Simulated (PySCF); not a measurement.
# Correlation energy of Co²²⁺ (cobalt, charge +22)

Starting occupation: [He] 2s2 2p1, 2p1/2 with m_j = +1/2. Computed with PySCF 2.14 in an even-tempered Gaussian basis (17 s from 6.1 bohr⁻², ratio 2.4; 11 p from 7.9 bohr⁻², ratio 2.4; 5 d from 27 bohr⁻², ratio 2.6; 4 f from 41 bohr⁻², ratio 2.6), with X2C-1e with screened-nucleus spin-orbit coupling, Gaussian nucleus. Frozen: nothing; 5 electrons correlated; the 28 highest virtual spinors left out.

MP2 pair energies summed by pair of shells (mhartree):

```
       pair   energy  share (%)
2s1/2-2s1/2  -102.50       50.6
1s1/2-1s1/2   -42.26       20.9
2p1/2-2s1/2   -34.44       17.0
1s1/2-2s1/2   -14.15        7.0
1s1/2-2p1/2    -9.25        4.6
```

Total MP2 correlation energy: -202.59 mhartree.
